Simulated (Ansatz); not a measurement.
Ideal-gas functions of CH2Se, SMILES `C=[Se]` at 400 K and 1 bar, from an Ansatz frequency run at PBE0-D4/def2-TZVP.

Molar mass 92.99 g/mol, point group C2v (symmetry number 2), electronic degeneracy 1, moments of inertia 1.722, 40.15, 41.872 u Å². Harmonic wavenumbers (cm⁻¹, unscaled): 917, 930, 973, 1456, 3110, 3210.

Use S(trans) = R[1.5 ln M + 2.5 ln T − 1.1517]; rotational temperatures θ = 24.2544 K / I; S(rot) = R[ln(√π/σ · √(T³/θAθBθC)) + 1.5]; for each mode x = 1.438777 ν̃/T, S = R[x/(eˣ − 1) − ln(1 − e⁻ˣ)] and H = RT x/(eˣ − 1); 1 cm⁻¹ = 0.0119627 kJ/mol; R = 8.31446 J/(mol·K).

By hand: the entropy, in J/(mol·K).

Translation 171.5. Rotation: θ = 14.085, 0.6041, 0.5793 K, giving 79.6. Vibration, mode by mode: 1.36, 1.31, 1.16, 0.28, 0.00, 0.00, in all 4.1. Electronic 0.0. Sum 255.2 J/(mol·K).

By hand: H − E and G − E in kJ/mol, counted from the electronic energy.

Zero-point energy ½ × 10596 × 0.0119627 = 63.4; thermal vibration 1.3; translation, rotation and pV give 4 RT = 13.3. H − E = 78.0 kJ/mol, and G − E = 78.0 − 400 × 255.2/1000 = -24.1 kJ/mol.

Vibration gives 2 % of the entropy; all modes have x over 3 and are hardly excited.
